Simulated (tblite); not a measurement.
Compound: C7H7NO.
Cartesian coordinates in Å at the GFN2-xTB level; atoms count from 1:
```
atom  x, y, z in Å
N1     2.793    0.569   -0.119
C2     1.829   -0.376   -0.284
O3     2.100   -1.524   -0.575
C4     0.452    0.099   -0.089
C5    -0.072    1.324    0.065
C6    -1.534    1.121    0.201
C7    -1.782   -0.231    0.849
C8    -0.718   -0.828   -0.046
C9    -1.936   -0.111   -0.590
H10    3.756    0.295   -0.223
H11    2.580    1.504    0.170
H12    0.399    2.289    0.080
H13   -2.215    1.948    0.341
H14   -2.383   -0.578    1.663
H15   -0.579   -1.892   -0.151
H16   -2.700   -0.333   -1.303
```

Calculated harmonic vibrations of the isolated species, GFN2-xTB (tblite), most abundant isotopes, no scaling. Against measured fundamentals such values can be off by several per cent, at times by over 20. One conformer, not necessarily the lowest.

Harmonic wavenumbers (cm⁻¹): 39.0, 142.3, 174.6, 226.9, 363.2, 474.6, 492.8, 506.3, 571.2, 607.9, 714.2, 718.2, 777.1, 815.5, 820.4, 852.5, 888.2, 933.0, 935.3, 956.9, 971.7, 1017.7, 1037.2, 1062.8, 1079.5, 1120.2, 1160.5, 1188.0, 1234.4, 1271.6, 1317.5, 1446.9, 1454.0, 1628.5, 1723.3, 3082.7, 3115.7, 3143.3, 3157.2, 3170.8, 3482.9, 3563.9.

A = 4273, B = 1259, C = 1044 MHz; mass 121.053 u (most abundant isotopes); point group C1, symmetry number 1.

Q: What is the zero-point energy?

A: ½Σν̃ = 26720 cm⁻¹ = 319.65 kJ/mol.

Q: Entropy at 273.15 K, 1 bar (ideal gas, RRHO, classical rotation)?

A: Translation 166.85, rotation 117.89, vibration 71.19: S = 355.9 J/(mol K).

Q: And Cp and H(273.15 K) − H(0)?

A: Cp = 123.31 J/(mol K), of which vibrations give 90.06 (their classical limit is 42 R = 349.2); H(273.15 K) − H(0) = 19.80 kJ/mol without the zero-point energy, 10.71 from vibrations.

Q: What must be added to the electronic energy to get the Gibbs energy at 273.15 K and 1 bar?

A: ZPE + [H(273.15 K) − H(0)] − T·S = 319.65 + 19.80 − 97.22 = 242.23 kJ/mol.

Q: How do the functions run with temperature in this model?

A: 
```csv
T (K),S (J/(mol K)),Cp (J/(mol K)),H − H(0) (kJ/mol),G − H(0) (kJ/mol),ln q(vib)
150,299.1,73.5,7.82,-37.05,1.86
250,345.5,113.1,17.06,-69.31,3.45
298.15,367.2,134.3,23.02,-86.47,4.28
400,412.7,175.9,38.87,-126.19,6.17
600,496.0,234.5,80.39,-217.23,10.15
900,601.6,284.4,158.99,-382.43,16.09
```

q(vib) and H(0) count from the zero-point level.

Q: Which modes carry the vibrational entropy at 273.15 K?

A: 39.0 cm⁻¹: 21.49; 142.3 cm⁻¹: 10.90; 174.6 cm⁻¹: 9.30; 226.9 cm⁻¹: 7.31; 363.2 cm⁻¹: 4.08; 474.6 cm⁻¹: 2.57 J/(mol K); the other 36 give 15.54 together.

Hindered rotation and anharmonicity are outside this model. Other conformers, if any are populated, would add a mixing term that is left out. The structure is chiral; the term R ln 2 for an equal mix with its mirror image is left out.

Hardware: an x86-64 server with one thread (shared host). The figure is for the frequency step alone.
